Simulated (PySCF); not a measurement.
C₃H₃F₃, SMILES F[C@H]1CC1(F)F.

Coordinates come from a PBE0-D3(BJ)/def2-SVP optimisation. The structure was generated by enumeration; whether it is a known compound was not checked.

The numbers are results of PySCF with SMD-B3LYP/6-31G*, not measurements.

Solvation free energies are E(SMD) − E(gas) at the gas-phase geometry, for 1 M in both phases. In vacuum the dipole moment is 1.88 D.

Problem. Estimate the solvation free energies in water, chloroform, dimethylsulfoxide. (An estimate is asked for; the answer gives what the named calculation found.)

Solution. 
| solvent | ΔG(solv) (kcal/mol) | its non-electrostatic (CDS) part | dipole (D) |
|---|---|---|---|
| water | -0.2 | 3.8 | 2.39 |
| chloroform | -3.4 | -0.5 | 2.24 |
| dimethylsulfoxide | -2.5 | 1.4 | 2.38 |
